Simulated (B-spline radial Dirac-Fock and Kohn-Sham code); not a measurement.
## What relativity does to the binding energies of Sr³³⁺

System: the Sr³³⁺ ion in the configuration [He] 2s2 2p1.

Both columns are ΔSCF binding energies of the configuration average from a radial finite-basis atomic code: non-relativistic Hartree-Fock with a point nucleus, and Dirac-Fock with a finite nucleus and the Coulomb interaction alone, averaged over the two j levels with weights 2j+1.

```
shell  Hartree-Fock (eV)  Dirac-Fock (eV)  shift (eV)  shift (%)
   1s            18376.3          18731.6     +355.32      +1.93
   2s             4213.0           4314.3     +101.26      +2.40
   2p             4147.0           4186.8      +39.86      +0.96
```

Relativity binds 1s, 2s, 2p more strongly, among those listed most of all 2s in relative terms.

Values without a named source are computed, but for edge energies of neutral atoms, which are taken from tables.
